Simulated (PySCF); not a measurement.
## Electron correlation in B+ (boron, charge +1)

[He] 2s2, closed-shell 1S. Calculation: PySCF 2.14, in dyall-acv3z; the non-relativistic Hamiltonian (point nucleus). Frozen: 1s2; 2 electrons correlated; the 18 highest virtual orbitals of each spin left out.

With two correlated electrons CCSD is exact within the correlated space (frozen core and kept virtual orbitals).

```json
{"level": "CCSD", "correlation energy (mhartree)": "-61.02"}
```

Diagnostics: T1 = 0.013, D1 = 0.0183, largest double amplitude 0.149.

**Question.** Is a single reference adequate?

**Answer.** Mostly. T1 lies below 0.03, but a double amplitude of this size points to a near-degeneracy that CCSD handles and MP2 describes poorly.
